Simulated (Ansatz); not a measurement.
Consider the formal exchange of groups at the In–Ge bond: `[CH3][GeH]([F])[InH2]` + `OBF` → `O[B](F)[InH2]` + `[CH3][GeH2][F]`.

Calculated with Ansatz (gas phase, PBE0-D4/def2-TZVP geometries, no zero-point term in ΔE). CCSD(T)/CBS adds triple-zeta CCSD(T) − MP2 to the extrapolated MP2 energy (def2 sets, frozen cores). This one scheme is used for every species. Elements past krypton have def2 core potentials. For Ge, In outer-core shells are correlated without core-valence functions, which leaves a few kJ/mol of doubt a bond. Scalar relativity is left out up to krypton. Each species was taken in one conformer, which may not be the lowest.

| level | ΔE (kcal/mol) |
| --- | --- |
| CCSD(T)/def2-SVP | 16.3 |
| SCS-MP2/def2-TZVPP | 15.5 |

Question: What does CCSD(T)/CBS give? (Best estimate.)

Answer: Ansatz gave: +16.0 kcal/mol. The listed levels differ from it by 0.3, -0.5 kcal/mol.

Largest T1 diagnostic among the species: 0.014.

Leaving LDA and LC-ωPBE aside and taking each functional with its dispersion term where it has one, the values, not all of them listed here, spread over 3.3 kcal/mol, from B97M-V to BHLYP-D4. LDA lies −1.2 kcal/mol from PBE without D4. In def2-TZVPP, CCSD(T) changes the Hartree–Fock value by −2.1 kcal/mol (the triples alone add −0.3 kcal/mol) and MP2 by −1.4 kcal/mol.

CCSD(T)/CBS has its own doubt, a few kJ/mol and more with outer-core shells, so smaller differences from it don't rank the levels.
